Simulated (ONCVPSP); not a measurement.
## iridium (Ir) ONCV: all-electron and pseudo phase curves

```
Element                 : iridium (Ir)
Generator               : ONCVPSP 4.0.1
Type                    : optimised norm-conserving Vanderbilt (ONCV)
Functional              : PBEsol
Relativity              : scalar-relativistic
Frozen core             : [Kr] 4d10 4f14
Valence charge          : 17
Reference configuration : 5s2 5p6 5d8 6s1
Partial waves           : 5s+6s: rc 1.35 bohr, ncon 4, nbas 7, qcut 6.7 1/bohr, 2 projectors; 5p: rc 1.20 bohr, ncon 4, nbas 7, qcut 6.1 1/bohr, 1 projector; 5d: rc 1.50 bohr, ncon 3, nbas 7, qcut 7.6 1/bohr, 3 projectors, debl 0.6 Ha
Local potential         : polynomial inside 0.85 bohr (lpopt 5, dvloc0 0 Ha)
Core correction         : none
```

The phase is arctan(r·R′/R) of the radial function R(r), unwrapped; energies in Ha, scanned from -5 to 5 Ha. A pole is an energy at which the radial function vanishes at the test radius. The pseudo phase is shifted by a multiple of π to meet the all-electron one at the reference energy, and phase errors are pseudo minus all-electron; the curves can meet again beyond the range given. Levels narrower than the energy grid can be missing from the lists of poles. Where the grid stepped over a known ghost or core level, its pole and its step of π were put in at the level’s energy.

Problem. For each channel, where are the poles, and over which energies does the pseudopotential scatter like the atom?

Solution.

```tsv
channel	radius (bohr)	reference energy (Ha)	poles, all-electron	poles, pseudo	unbroken range about the reference energy with phases within 0.05 rad	phase error 1 Ha above the reference energy (rad)
s	1.37	-0.21	-2.16	-4.26, -2.16	above -4.2	+0.000
p	1.22	-1.92	1.97	-0.14, 3.05	-3.8 to -0.4	-0.014
d	1.52	-0.20	2.23	2.23	the whole range	+0.000
```

Note: ghosts flagged at negative energy: s at -116.1 eV; GHOST(+) flagged for p at 0.21 eV. A true bound ghost makes a file unfit for plane-wave use.

Phases in the p channel:

```csv
E (Ha),all-electron,pseudo
-4.96,0.764,0.728
-4.48,0.560,0.514
-4.00,0.253,0.202
-3.52,-0.152,-0.195
-3.04,-0.556,-0.578
-2.56,-0.861,-0.867
-2.08,-1.065,-1.065
-1.60,-1.202,-1.203
-1.12,-1.297,-1.306
-0.64,-1.368,-1.396
-0.16,-1.422,-1.552
0.32,-1.465,-4.407
0.80,-1.502,-4.558
1.28,-1.532,-4.610
1.76,-1.560,-4.645
2.24,-1.585,-4.673
2.72,-1.608,-4.697
3.20,-1.630,-4.719
3.68,-1.652,-4.739
4.16,-1.674,-4.758
4.64,-1.698,-4.777
```
